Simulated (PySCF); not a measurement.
# From a computed spectrum to the compound

A species of 4 atoms with charge 2 has these harmonic modes (PBE0, small Gaussian bases with core potentials, PySCF 2.14.0):

```json
{"cm⁻¹": "194", "km/mol": "60.2", "symmetry": "π"}
{"cm⁻¹": "194", "km/mol": "60.2", "symmetry": "π"}
{"cm⁻¹": "260", "km/mol": "20.7", "symmetry": "σ+"}
{"cm⁻¹": "844", "km/mol": "20.9", "symmetry": "π"}
{"cm⁻¹": "844", "km/mol": "20.9", "symmetry": "π"}
{"cm⁻¹": "2242", "km/mol": "219.2", "symmetry": "σ+"}
{"cm⁻¹": "3354", "km/mol": "165.4", "symmetry": "σ+"}
```

**Question.** Which species is it, and in which structure?

**Answer.** [Sm(HCN)]2+ (singlet in the valence; each metal's 4f electrons, 6 of them, lie in its core potential, out of spins and levels):
```xyz
4

Sm    0.0000    0.0000   -0.4723
N     0.0000    0.0000    2.0598
C     0.0000    0.0000    3.2134
H     0.0000    0.0000    4.3075
```
Ideal gas at 298.15 K and 1 bar: S = 291.1 J/(mol K), Cp = 56.7 J/(mol K), H − H(0 K) = 13.3 kJ/mol (rigid rotor, harmonic modes, spin degeneracy alone, that of the 4f electrons in the core included). An lcecp potential fixes the number of 4f electrons, so in runs with it no electron can move into or out of that shell.
 The answer isn't unique; the calculation gave this one.
